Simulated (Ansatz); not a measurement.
Stepwise reaction of `F[SiH](F)C[SiH3]` with hydrogen chloride, as a gas-phase model of exchange steps in deposition or etching. ΔE in kJ/mol.

Calculated with Ansatz (gas phase, PBE0-D4/def2-TZVP geometries, no zero-point term in ΔE). CCSD(T)/CBS adds triple-zeta CCSD(T) − MP2 to the extrapolated MP2 energy (def2 sets, frozen cores). This one scheme is used for every species. DFT in def2-TZVPP. B3LYP here is the variant with VWN-RPA as its local correlation; programs differ in this. One conformer a species, not always the lowest.

```
step                                                reaction  PBE-D4  B3LYP-D4  ωB97M-V  CCSD(T)/CBS
   2  `F[SiH](Cl)C[SiH3]` + HCl → `[SiH3]C[SiH](Cl)Cl` + H–F    34.9      44.4     43.1         39.7
```

Question: Give the row of step 1, `F[SiH](F)C[SiH3]` + HCl → `F[SiH](Cl)C[SiH3]` + H–F. (An estimate is asked.)

Answer: Computed: 
| step | reaction | PBE-D4 | B3LYP-D4 | ωB97M-V | CCSD(T)/CBS |
| --- | --- | --- | --- | --- | --- |
| 1 | `F[SiH](F)C[SiH3]` + HCl → `F[SiH](Cl)C[SiH3]` + H–F | 39.7 | 50.0 | 48.1 | 45.9 |

Question: By hand: ΔE of the 2 steps together at CCSD(T)/CBS.

Answer: (45.9) + (39.7) = 85.6 kJ/mol, or 42.8 kJ/mol a step.

In ΔE each step is lower than the one before. All are uphill at CCSD(T)/CBS. PBE-D4 differs from CCSD(T)/CBS by -6.2 to -4.8 kJ/mol a step. Only this route is followed, and other bonds may react first. Isolated molecules leave out the surface, adducts and barriers. Largest T1 diagnostic: 0.011.
